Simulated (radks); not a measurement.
Q: Spherical quantum dot in the effective-mass picture: electrons in a well V = -V0 / (1 + exp((r - R)/a)) with V0 = 15.2, R = 3.22, a = 0.26, with a point charge +1 (a donor) at the centre, all in effective atomic units (hartree* = m*/eps^2 hartree, bohr* = eps/m* bohr), one dielectric constant everywhere. Method: non-relativistic Kohn-Sham, PBE, spin-polarised, spherical densities; computed with a radial shooting solver with Libxc functionals. Levels are named by radial order and angular momentum (1s, 1p, 1d, 2s, ...), and open shells are averaged over m. At N = 17 the configuration is 1s2 1p6 1d(up 5, down 4). Does electron 18 go into 1d down or 2s up or 2s down?

A: Into 1d down. The total energies of the other choices lie higher by 0.247 hartree* (2s up), 0.253 hartree* (2s down).
